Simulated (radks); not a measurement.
The numbers below are computed, except where a source is named.
Re73+, 2 electrons, occupied as [He].

Level of theory: non-relativistic Kohn-Sham, PBE, spin-polarised, spherical densities, point nucleus; relativity is left out, which matters for an element this heavy (a radial shooting solver on a logarithmic mesh with Libxc functionals).

Energy parts (Ry):
total: -11154.6292
kinetic: 11154.5324
electron-nucleus: -22404.2818
Hartree: 186.5610
exchange-correlation: -91.4408

Orbitals (lengths in bohr, moments of r in powers of bohr):
orbital,occ.,eigenvalue (Ry),<r^4>,<1/r>
1s,2,-5496.588,7.301e-07,74.68
2s,0,-1353.638,0.00009600,18.50
2p,0,-1346.046,0.00005705,18.44

The highest occupied level is 1s at -74785 eV. The electron density at the nucleus is 2.663e+05 e/bohr^3. For comparison, the ionisation energy in NIST's Atomic Spectra Database is 81556.6 eV (theoretical). In exact Kohn-Sham theory the highest level is minus the ionisation energy, but local and semilocal functionals leave it too shallow, through self-interaction and a potential that decays too fast; potentials with the right tail come closer. The density falls to 0.001 e/bohr^3 at r = 0.13 bohr. Summed over all electrons, <r^2> = 0.001079 bohr^2, which gives a Langevin (diamagnetic) susceptibility term of -0.000855 x 10^-6 cm^3/mol.
